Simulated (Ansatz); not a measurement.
`[F][Ga]([Cl])[O][SiH3]` at its PBE0-D4/def2-TZVP geometry, where that method's forces vanish. Total charge 0; spin multiplicity 1.

```xyz
8

F    -2.0852    1.5195    0.2097
Ga   -0.3698    1.6175    0.4733
Cl    0.4605    3.4157    1.1725
O     0.6082    0.2052    0.1418
Si    0.3876   -1.3376   -0.3815
H    -0.2892   -1.3508   -1.7049
H    -0.4375   -2.1031    0.5895
H     1.7254   -1.9665   -0.5004
```

(1) What forces (eV/Å) does B3LYP-D4/def2-TZVPP give on these atoms in Ansatz? (An estimate is asked.)

Results:

(1) Ansatz gave: 
```
F1  -0.296 -0.027 -0.047
Ga2  0.069  0.028  0.016
Cl3  0.106  0.230  0.090
O4   0.115 -0.080 -0.011
Si5 -0.002 -0.233 -0.073
H6   0.043  0.000  0.084
H7   0.050  0.047 -0.063
H8  -0.085  0.036  0.005
```

B3LYP here is the variant with VWN-RPA as its local correlation; programs differ in this.
